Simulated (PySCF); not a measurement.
C4H10InN (SMILES C=[CH][In]([NH2])[CH2]C), singlet, at a GFN2-xTB geometry (such geometries of metal compounds can be far from the true shape) (core potentials on In).

Input for PySCF:
```python
from pyscf import gto, scf, dft

mol = gto.M(
    atom='''
In    0.036881   -0.021466    0.213410
C     0.471300    0.751582   -1.872125
C     1.079180    2.142910   -1.801520
H    -0.474698    0.765966   -2.417591
H     1.142036    0.055043   -2.378928
H     2.034317    2.121392   -1.272982
H     0.413005    2.826283   -1.271719
H     1.255694    2.544433   -2.802042
C    -1.029504   -1.896904    0.784353
C    -1.477635   -2.758346   -0.111541
H    -1.194760   -2.082061    1.842779
H    -2.012277   -3.663223    0.160211
H    -1.332719   -2.606694   -1.173886
N     0.360084    1.264266    1.784661
H     1.087852    1.960913    1.671604
H     0.493748    0.844462    2.697844
''',
    basis='def2-sv(p)',
    ecp={'In': 'def2-sv(p)'},
    charge=0,
    spin=0,
    verbose=4,
    max_memory=1800,
)

mf = dft.RKS(mol)
mf.xc = 'pbe'
mf = mf.density_fit(auxbasis='def2-universal-jkfit')
mf.kernel()
```

**Question.** What does this run give for the nuclear repulsion energy, HOMO energy, total energy, Mulliken (on the basis functions themselves) charges in atom order, dipole moment?

**Answer.** 
- nuclear repulsion energy: 312.6917 Eh
- HOMO energy: -5.25 eV
- total energy: -402.797395 Ha
- Mulliken (on the basis functions themselves) charges in atom order: In1 0.46, C2 -0.41, C3 -0.29, H4 0.12, H5 0.12, H6 0.11, H7 0.12, H8 0.10, C9 -0.24, C10 -0.21, H11 0.10, H12 0.10, H13 0.11, N14 -0.63, H15 0.22, H16 0.23
- dipole moment: 1.11 D
